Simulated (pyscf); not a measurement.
# Hydrogen shift: •O–GaH–OH → •O–GaH–OH

Gas phase, doublet surface, charge 0. Bonds broken: O1–H4. Bonds formed: O3–H4. Structures and frequencies: ωB97X-D3(BJ)/def2-SVP in PySCF. MP2 and CC: frozen core, UHF for open shells. ΔMP2 is the change of the MP2 total energy from the triple- to the quadruple-zeta basis.

Transition state (Å):

```xyz
5

O     -0.2328     0.5499     0.5038
Ga    -0.6066    -1.1599     0.0699
O     -2.1866    -0.2919     0.0413
H     -1.4434     0.6308     0.3499
H      0.0324    -2.5278    -0.1452
```

One imaginary mode, 2060i cm⁻¹; descent along it reached the two sides named.

```csv
bond,change,reactant side (Å),saddle,product side
O1–H4,breaks,0.964,1.223,3.0
O3–H4,forms,3.1,1.224,0.964
```

Electronic energies relative to the reactant's lowest minimum found (eV):

| level | barrier | reaction energy | reverse barrier |
|---|---|---|---|
| ωB97X-D3(BJ)/def2-TZVP | 1.35 | 0.00 | 1.35 |
| PBE/def2-TZVP | 0.83 | 0.00 | 0.83 |
| r²SCAN/def2-TZVP | 1.05 | 0.00 | 1.05 |
| B3LYP-D3(BJ)/def2-TZVP | 1.20 | 0.00 | 1.20 |
| PBE0-D3(BJ)/def2-TZVP | 1.19 | 0.00 | 1.19 |
| M06-2X/def2-TZVP | 1.41 | 0.00 | 1.41 |
| ωB97M-D3(BJ)/def2-TZVP | 1.34 | 0.00 | 1.34 |
| HF/def2-TZVP | 2.43 | 0.00 | 2.43 |
| MP2/def2-QZVPP | 1.39 | 0.00 | 1.39 |
| CCSD/def2-TZVPP | 1.49 | 0.00 | 1.49 |
| CCSD(T)/def2-TZVPP | 1.30 | 0.00 | 1.30 |
| CCSD(T)/def2-TZVPP + ΔMP2(QZVPP) | 1.31 | 0.00 | 1.31 |

With CCSD(T)/def2-TZVPP + ΔMP2(QZVPP) energies and thermal terms (ideal gas, 1 atm, RRHO with modes under 100 cm⁻¹ raised to 100, one conformer, R ln 2 for chiral ones without a mode under 150 cm⁻¹), in eV:

```tsv
T (K)	ΔH‡	ΔG‡	ΔH	ΔG
298	1.17	1.23	0.00	0.00
600	1.14	1.29	0.00	0.00
900	1.13	1.37	0.00	0.00
1200	1.11	1.45	0.00	0.00
```

The same reactants have a lower exit, to [HO–Ga–OH]• (barrier +1.07 eV at ωB97M-D3(BJ)/def2-TZVP, against +1.34 eV here). •O–GaH–OH lies 1.62 eV over its isomer [HO–Ga–OH]• (electronic energy, ωB97M-D3(BJ)/def2-TZVP). One saddle was located; it need not be the lowest between these sides. The CCSD(T) − MP2 part came from Ansatz, without density fitting, on the same reference. The frozen core leaves the outer d or s,p core shells of the metals and heavy elements correlated in the MP2 and CC values, and def2-TZVPP describes them poorly, which can shift differences by a few kcal/mol. Elements up to Kr have no core potential and no relativistic terms here.
